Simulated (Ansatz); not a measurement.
Dissociation curve of BeO, singlet.

Levels of theory: RKS-PBE = restricted PBE/cc-pVDZ (Ansatz, a program for electronic structure); UKS-PBE = unrestricted PBE/cc-pVDZ (Ansatz); RKS-CAM-B3LYP = restricted CAM-B3LYP/cc-pVDZ (Ansatz); FCI = Ansatz with full CI/cc-pVDZ, frozen core.

Energies relative to the lowest point of each curve near equilibrium, in mEh; the last columns give the error against full CI:

```tsv
R / Å	RKS-PBE	UKS-PBE	RKS-CAM-B3LYP	FCI	RKS-PBE − FCI	UKS-PBE − FCI	RKS-CAM-B3LYP − FCI
1.06	132.2	132.2	117.5	138.8	-6.6	-6.6	-21.2
1.14	59.4	59.4	48.6	63.5	-4.0	-4.0	-14.8
1.19	31.8	31.8	23.6	34.7	-2.9	-2.9	-11.1
1.26	9.4	9.4	4.9	11.0	-1.6	-1.6	-6.1
1.27	7.4	7.4	3.5	8.9	-1.4	-1.4	-5.4
1.32	1.2	1.2	0.0	1.8	-0.6	-0.6	-1.8
1.35	0.0	0.0	0.4	0.0	0.0	0.0	0.4
1.42	2.6	2.6	6.7	1.3	1.4	1.4	5.4
1.44	4.5	4.5	9.6	2.7	1.8	1.8	6.9
1.55	20.8	20.2	31.3	16.5	4.4	3.7	14.8
1.61	32.6	30.9	45.7	26.7	5.9	4.2	19.0
```

RKS-PBE is furthest from FCI at 1.06 (-6.6 mEh, below); its mean absolute error over the points is 2.8 mEh.

UKS-PBE is furthest from FCI at 1.06 (-6.6 mEh, below); its mean absolute error over the points is 2.6 mEh.

RKS-CAM-B3LYP is furthest from FCI at 1.06 (-21.2 mEh, below); its mean absolute error over the points is 9.7 mEh.

The scan ran from 1.06 to 5.21 Å; beyond the distances shown full CI changes its symmetry label. The restricted form behind RKS-PBE, RKS-CAM-B3LYP keeps the bonding electrons paired and can't separate into open-shell fragments. The unrestricted determinant behind UKS-PBE is spin-contaminated at 1.55 to 1.61 Å (<S²> up to 0.4, against 0.00 for a pure singlet). Also computed but left out beside FCI, since their determinant holds another spin at the minimum (<S²> over 0.7 above the pure value): UHF, UCCSD, UCCSD(T), UCCSDT, UCCSDT(Q), UHF/6-31G*, UHF/LANL2DZ.
